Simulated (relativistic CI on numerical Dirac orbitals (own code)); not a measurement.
Spin-allowed bands of a d2 ion in an octahedral site, by hand

Problem. Take Δ = 14300 cm⁻¹ and B = 670 cm⁻¹ for a d2 ion in an octahedral site. Calculate the three spin-allowed bands.

Working.
1. The terms of highest spin are 3F (energy 0) and 3P (15B = 10050 cm⁻¹). Here the F term splits into A2 at +1.2Δ = 17160, T2 at +0.2Δ = 2860 and T1 at −0.6Δ = -8580 cm⁻¹.
2. The two T1 states mix through the element 0.4Δ: H = [[-8580, 5720], [5720, 10050]], with roots ½(H₁₁ + H₂₂) ∓ ½√[(H₂₂ − H₁₁)² + 4H₁₂²] = ½(1470) ∓ ½(21862) = -10196 and 11666 cm⁻¹.
3. The ground term is 3T1 at -10196 cm⁻¹.
4. Bands: 3T2 13056 cm⁻¹ (766 nm), 3T1(P) 21862 cm⁻¹ (457 nm), 3A2 27356 cm⁻¹ (366 nm).

Check. Exact diagonalisation of the whole d2 shell with these parameters gives 3T2 13056, 3T1 21862, 3A2 27356 cm⁻¹. The match is exact, since without spin-orbit coupling no other term has this spin. The ratio of the second band to the first, 1.674, depends on Δ/B = 21.3 alone, which is how a Tanabe-Sugano diagram is read.
